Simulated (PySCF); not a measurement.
Ionisation energy along the 8-electron series

Calculated with PySCF 2.14 and a two-component X2C-1e Hamiltonian (Gaussian nucleus, no Breit or QED terms), each ion in its own even-tempered basis scaled to its charge; GMP2 freezes nothing and drops the highest virtual spinors. Values in eV. NIST values: (m) measured, (s) semi-empirical, (t) theoretical.

```json
{"ion": "Re⁶⁷⁺", "configuration": "[He] 2s2 2p4", "GHF (spin-free)": "17187.3", "GMP2 (spin-free)": "17189.1", "GHF (screened spin-orbit)": "16796.5", "GMP2 (screened spin-orbit)": "16796.8", "NIST": "16780 ± 40 (t)"}
{"ion": "Os⁶⁸⁺", "configuration": "[He] 2s2 2p4", "GHF (spin-free)": "17704.2", "GMP2 (spin-free)": "17706.0", "GHF (screened spin-orbit)": "17288.4", "GMP2 (screened spin-orbit)": "17288.7", "NIST": "17270 ± 50 (t)"}
{"ion": "Ir⁶⁹⁺", "configuration": "[He] 2s2 2p4", "GHF (spin-free)": "18229.6", "GMP2 (spin-free)": "18231.4", "GHF (screened spin-orbit)": "17787.7", "GMP2 (screened spin-orbit)": "17788.0", "NIST": "17770 ± 50 (t)"}
```

Between Z = 75 and Z = 77 the GMP2 (screened spin-orbit) value grows as Z to the power 2.18.
